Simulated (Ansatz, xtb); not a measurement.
Relative energy of two structures of BFGa2H+

We compare a, a triplet given by its coordinates, with b, a singlet given by its coordinates. Both are gas-phase species (loosely bound parts included), relaxed with B3LYP-D3(BJ)/def2-SVP.

a (Å):

```xyz
5

B     0.1384    1.8246    0.8598
F    -0.9937    1.2107    1.2207
Ga    1.9140    0.7247    2.0353
Ga    0.1328    1.9459   -1.5292
H     0.4560    2.9712    1.0978
```

Close contacts (Å): B1–F2 1.34, B1–Ga3 2.40, B1–Ga4 2.39, B1–H5 1.21.

b (Å):

```yaml
atoms:
  - { symbol: B, position_ang: [-0.5665, 0.9287, 1.1157] }
  - { symbol: F, position_ang: [-1.3126, 1.3317, 2.1111] }
  - { symbol: Ga, position_ang: [1.0331, 2.3368, 0.4265] }
  - { symbol: Ga, position_ang: [3.2330, 4.2712, -0.5247] }
  - { symbol: H, position_ang: [-0.7545, -0.1532, 0.6121] }
```

Close contacts (Å): B1–F2 1.31, B1–Ga3 2.24, Ga3–Ga4 3.08, B1–H5 1.21.

Q: Which of the two would you expect CCSD(T)/def2-TZVP electronic energies to favour?

A: Structure b; the calculation gives E(b) − E(a) = −98.1 kJ/mol.

Level by level:

```csv
level,geometry,E(b) − E(a) (kJ/mol),departure from the last row (kJ/mol),"job, with rough time for the two"
B3LYP-D3(BJ)/def2-SVP,B3LYP-D3(BJ)/def2-SVP,−83.8,+14.2,"optimisation, 60 s"
HF/def2-TZVP,B3LYP-D3(BJ)/def2-SVP,−67.0,+31.1,part of the CCSD(T) run
MP2/def2-TZVP,B3LYP-D3(BJ)/def2-SVP,−99.8,−1.7,part of the CCSD(T) run
CCSD(T)/def2-TZVP,B3LYP-D3(BJ)/def2-SVP,−98.1,,"single point, 1.9 min"
```

The levels shown agree on the order. The largest departure from CCSD(T)/def2-TZVP is that of HF/def2-TZVP, 31.1 kJ/mol. Levels run at GFN2-xTB geometries aren't shown. The triplet state of a needn't be its ground state.

With harmonic frequencies from B3LYP-D3(BJ)/def2-SVP (ideal gas, rigid rotor, one conformer each, 298.15 K, 1 atm): on the last row, ΔE + ΔZPE = −93.6 kJ/mol. A mode under 50 cm⁻¹ makes harmonic enthalpies and free energies unreliable, so none is given.

Open shells are spin-unrestricted. The correlated steps freeze 20 core orbitals; the filled d shell of Ga is correlated, in a basis made for valence electrons. ΔG holds the spin degeneracy. Codes used: Ansatz 0.2.0; the last row on 2 threads of Intel(R) Xeon(R) 6975P-C (Granite Rapids) on a shared host.
